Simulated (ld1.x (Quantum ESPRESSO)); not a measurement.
# u(r) = r·R(r): atom against pseudo-atom (copper)

Columns: radius, all-electron u(r) and pseudo u(r) of the 3d shell (level -5.06 eV) of copper in the configuration [Ne] 3s2 3p6 3d10 4s1 4p0; PBEsol, scalar-relativistic, PAW scheme, ld1.x (Quantum ESPRESSO) 7.5.

```
r (bohr)  all-electron  pseudo
   0.103        0.1100  0.0185
   0.205        0.4004  0.1288
   0.308        0.6793  0.3544
   0.410        0.8617  0.6257
   0.513        0.9513  0.8463
   0.615        0.9709  0.9490
   0.718        0.9474  0.9483
   0.820        0.9010  0.9011
   0.923        0.8433  0.8433
   1.025        0.7828  0.7828
   1.128        0.7224  0.7224
   1.230        0.6654  0.6654
   1.332        0.6121  0.6121
   1.435        0.5625  0.5625
   1.538        0.5170  0.5170
   1.640        0.4759  0.4759
   1.743        0.4381  0.4381
   1.845        0.4040  0.4040
   1.948        0.3726  0.3726
   2.050        0.3443  0.3443
   2.153        0.3182  0.3182
   2.255        0.2946  0.2946
   2.358        0.2728  0.2728
   2.460        0.2529  0.2529
   2.562        0.2347  0.2347
   2.665        0.2178  0.2178
```

(1) How many radial nodes do the two functions have?

(2) At about which radius was the pseudo-wave matched?

(3) Where does each function peak?

(4) Is the pseudo-wave norm-conserving?

Results:

(1) The all-electron 3d function has n − l − 1 = 0; the pseudo-wave has 0.

(2) 0.85 bohr, where the columns begin to agree (steps of 0.10 bohr).

(3) Outermost all-electron maximum near 0.61 bohr, pseudo maximum near 0.61 bohr (to the table’s step).

(4) No, it belongs to a PAW set: the norm inside the radius is not constrained, and the difference is carried by the augmentation charge.
